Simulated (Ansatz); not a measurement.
Spectroscopic constants of GaF, closed-shell singlet (the spin of the measured ground state). No spin–orbit coupling. Ga is treated without relativity.

Seven points along R, fitted to fifth degree in 1/R; most abundant isotopes. Runs in def2 and cc sets follow the lowest solution found near the PBE0 minimum. The singlet is held restricted.

Correlated levels freeze the inner cores; with def2 sets outer-core shells near the valence are correlated too. CBS: X⁻³ extrapolation of the correlation energy, Hartree–Fock from the larger set.

Codes used: Ansatz (Gaussian orbitals). Each number belongs to the level named beside it.

Quantity: r_e, from seven points a level.

Costs are ratios of core time to PBE/def2-TZVPP (roughly 5 s), for whole runs (searches for the state included, and forces where a run took them) on one shared machine, so rough; each error counts from the measured 1.7744 Å [microwave values compiled in ACS Omega 2, 8373 (2017)].

```
level                                basis functions  cost  error (Å)
-----------------------------------  ---------------  ----  ---------
SVWN5/def2-TZVPP                                  79  ×0.8      0.001
PBE/def2-TZVPP                                    79    ×1      0.037
B3LYP/def2-TZVPP                                  79    ×1      0.026
BHLYP/def2-TZVPP                                  79    ×1      0.003
B2PLYP/def2-TZVPP                                 79    ×2      0.018
CAM-B3LYP/def2-TZVPP                              79    ×2      0.011
r2SCAN/def2-TZVPP                                 79    ×2      0.008
B97M-V/def2-TZVPP                                 79    ×3      0.008
wB97M-V/def2-TZVPP                                79    ×4      0.015
CCSD(T)/def2-TZVPP                                79    ×4      0.006
CCSD(T)/def2-QZVPP                               146   ×20     -0.001
CCSD(T)/CBS(def2-TZVPP, def2-QZVPP)                -   ×20     -0.004
```

With a budget of 10 times the cost of PBE/def2-TZVPP, the closest level: SVWN5/def2-TZVPP, at 0.001 Å; next is BHLYP/def2-TZVPP at 0.003 Å.

What the step from CCSD(T)/def2-TZVPP to CCSD(T)/def2-QZVPP costs and buys: 79 to 146 functions, cost ×5 (rough); the error goes from 0.006 to -0.001 Å.

Ansatz is a first-principles code.
